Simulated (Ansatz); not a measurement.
H₃Al (SMILES [AlH3]), singlet, at a GFN2-xTB geometry (such geometries of metal compounds can be far from the true shape); Ansatz (an electronic-structure program) with SVWN5/cc-pVTZ.

Here is a job for Ansatz.
Ansatz 0.2 input:
```yaml
crystal:
  periodic: [false, false, false]
  atoms:
    - {symbol: Al, position_ang: [-0.00000000, -0.00000000, -0.00000000]}
    - {symbol: H, position_ang: [0.64279377, -0.45514932, 1.33855567]}
    - {symbol: H, position_ang: [-0.27575805, 1.50677855, -0.25622634]}
    - {symbol: H, position_ang: [-0.36703572, -1.05162922, -1.08232933]}
basis:
  gaussian:
    orbitals: cc-pVTZ
    point_charges:
      - {charge: -1.0, position_ang: [0.9178, -0.6452, -4.4127]}
hamiltonian:
  xc: {name: SVWN5}
```

**Question.** Predict the main parts of the log of this Ansatz run.

**Answer.** 
```
Functional definition: SVWN5
453 factors; their error is unknown
mean field evaluation 1: about -6614.1675 eV, gradient 1.6e1 eV
mean field evaluation 2: about -6615.0142 eV, gradient 7.5e0 eV
mean field evaluation 4: about -6615.2346 eV, gradient 8.5e-2 eV
mean field evaluation 8: about -6615.2272 eV, gradient 7.8e-4 eV
mean field -6615.22720054 eV, -243.1051156579 hartree, gradient 8.5e-5 eV, S^2 0.000000; 0 other end points of the search recorded, 0 dependent functions left out
reference -6615.22723949 eV, -243.1051170891 hartree; 8, 8 occupied and 68, 68 virtual orbitals, 453 factors
Total energy: -6615.22723949 eV, -243.1051170891 hartree
```
